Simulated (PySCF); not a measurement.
Match the calculated data to a structure.

All candidates are C9H9N.

| technique | computed result |
| --- | --- |
| 1H NMR | chemical shifts (computed TMS as zero) by class: 8.92 (2 H), 7.25 (2 H), 5.31 (1 H), 5.02 (2 H), 3.33 (2 H) ppm [GIAO PBE0/pcSseg-1] |
| Dipole | 2.50 D [PBE0/pcSseg-1] |
| Rotational structure | rotational constants A, B, C: 3.428, 0.713, 0.638 GHz [GFN2-xTB] |
| NMR, other nuclei | isotropic shieldings of nuclei other than C and H, by class: -87 (1 N) ppm [GIAO PBE0/pcSseg-1] |
| 13C NMR | chemical shifts (computed TMS as zero) by class: 220.1 (1 C), 156.3 (2 C), 156.0 (1 C), 128.3 (2 C), 97.7 (1 C), 79.0 (1 C), 42.3 (1 C) ppm [GIAO PBE0/pcSseg-1] |

The electronic properties come from PySCF, for the isolated species, density fitting. Levels stand in brackets. One conformer (not necessarily the lowest) at the GFN2-xTB geometry, without solvent, vibrations or thermal averaging. NMR values are class means; diastereotopic atoms form classes of their own.

Task: Which candidate is it?
A. `C#CCC(=C)C(=C)CC#N`
B. `Cc1ccn2ccccc12`
C. `C=C=CCc1ccncc1`
D. `C=C=CCc1ccccn1`

Result: C. It is `C=C=CCc1ccncc1`. Numbering: `[CH2:1]=[C:2]=[CH:3][CH2:4][c:5]1[cH:6][cH:7][n:8][cH:9][cH:10]1`. Its formula, C9H9N, gives 6 degrees of unsaturation: 1 ring and 5 π bonds in the structure found (Kekulé form). 9 carbons fall into 7 classes; from least to most shielded: central carbon of cumulated double bonds [C2] (220.1 ppm), aromatic CH next to a ring nitrogen [C7/C9] (156.3 ppm, 2 C), substituted aromatic carbon [C5] (156.0 ppm), aromatic CH carbon [C6/C10] (128.3 ppm, 2 C, up to 2.1 ppm apart in this geometry), outer carbon of cumulated double bonds [C3] (97.7 ppm), outer carbon of cumulated double bonds [C1] (79.0 ppm), benzylic-type carbon [C4] (42.3 ppm). Hydrogen classes from least to most shielded: 2 H on 2 like atoms (aromatic CH next to a ring nitrogen), C7/C9 (8.92 ppm), 2 H on 2 aromatic CH carbons, C6/C10 (7.25 ppm), 1 H on an outer carbon of cumulated double bonds, C3 (5.31 ppm), 2 H on an outer carbon of cumulated double bonds, C1 (5.02 ppm), 2 H on a benzylic-type carbon, C4 (3.33 ppm). The other shieldings belong to: -87 ppm, pyridine-type nitrogen [N8]. The optimised geometry has point group C1 and is an asymmetric top.

The others, at the same levels:
- `Cc1ccn2ccccc12` fails: it has 9 carbon classes against 7; its computed 13C shifts are 134.9 (1 C), 128.1 (1 C), 123.7 (1 C), 122.5 (1 C), 119.4 (1 C), 116.6 (1 C), 113.9 (1 C), 111.8 (1 C), 13.6 (1 C) ppm, 1H shifts are 8.01 (1 H), 7.63 (1 H), 7.24 (1 H), 6.96 (1 H), 6.83 (1 H), 6.75 (1 H), 2.60 (3 H) ppm and rotational constant A is 2.693 GHz (against 3.428 GHz).
- `C=C=CCc1ccccn1` fails: it has 9 carbon classes against 7; its computed 13C shifts are 220.6 (1 C), 167.7 (1 C), 154.7 (1 C), 142.3 (1 C), 129.2 (1 C), 126.0 (1 C), 97.6 (1 C), 77.8 (1 C), 45.1 (1 C) ppm, 1H shifts are 8.80 (1 H), 7.93 (1 H), 7.56 (1 H), 7.25 (1 H), 5.58 (1 H), 5.01 (2 H), 3.59 (2 H) ppm and dipole moment is 1.96 D (against 2.50 D).
- `C#CCC(=C)C(=C)CC#N` fails: it has 9 carbon classes against 7; its computed 13C shifts are 152.6 (1 C), 149.9 (1 C), 124.6 (1 C), 124.0 (1 C), 123.3 (1 C), 89.3 (1 C), 77.8 (1 C), 25.6 (1 C), 21.8 (1 C) ppm, 1H shifts are 5.90 (1 H), 5.80 (1 H), 5.42 (1 H), 5.37 (1 H), 3.63 (2 H), 3.46 (2 H), 1.66 (1 H) ppm and rotational constant A is 1.517 GHz (against 3.428 GHz).

Each candidate is one conformer, not necessarily the lowest. The conformers computed, where there is a choice (atom-mapped SMILES and torsion angles):
- `[CH2:1]=[C:2]=[CH:3][CH2:4][c:5]1[cH:6][cH:7][n:8][cH:9][cH:10]1`: C2–C3–C4–C5 -114°, C3–C4–C5–C6 -91°
- `[CH2:1]=[C:2]=[CH:3][CH2:4][c:5]1[cH:6][cH:7][cH:8][cH:9][n:10]1`: C2–C3–C4–C5 -110°, C3–C4–C5–C6 76°
- `[CH:1]#[C:2][CH2:3][C:4](=[CH2:5])[C:6](=[CH2:7])[CH2:8][C:9]#[N:10]`: C2–C3–C4–C5 93°, C3–C4–C6–C7 -145°, C4–C6–C8–C9 -90°
